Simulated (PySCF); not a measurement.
Ligand series Ni2+ H2O-NH3. All species are isolated molecules in the gas phase. One relaxed conformer stands for each flexible species; it need not be the lowest. Multiplicities are imposed; where one is given, others were not computed.

Quantity: adiabatic spin-state energy, in kJ/mol.

Case: [Ni(H2O)(NH3)5]2+: multiplicity 3 minus multiplicity 1. The other species in the difference include [Ni(H2O)(NH3)5]2+ (charge +2, multiplicity 1). Geometry of [Ni(H2O)(NH3)5]2+ (charge +2, multiplicity 3, Å):

```xyz
24

Ni     0.0770    -0.0970     0.0838
O     -1.1774     1.6580    -0.5731
H     -0.8736     2.4919    -0.9838
H     -2.1302     1.8089    -0.4127
N      1.2673    -1.7445     0.7170
H      0.9068    -2.2314     1.5537
H      2.2352    -1.4911     0.9741
H      1.3749    -2.4911     0.0112
N     -0.3747    -0.9310    -1.8343
H     -0.9737    -0.2536    -2.3336
H     -0.9055    -1.8168    -1.8472
H      0.4207    -1.1024    -2.4704
N      1.7559     0.9305    -0.8050
H      2.1074     1.7468    -0.2784
H      1.5617     1.3033    -1.7487
H      2.5925     0.3392    -0.9394
N     -1.7514    -0.9602     0.8438
H     -1.6832    -1.9648     1.0753
H     -2.5412    -0.9125     0.1794
H     -2.1208    -0.5282     1.7064
N      0.3681     0.9574     1.9192
H      0.0236     0.4968     2.7769
H     -0.1492     1.8500     1.8712
H      1.3381     1.2255     2.1513
```

Problem. What adiabatic spin-state energy does PBE-D3(BJ)/def2-TZVP // PBE-D3(BJ)/def2-SVP (PySCF) give?

Solution. 41.50 kJ/mol.
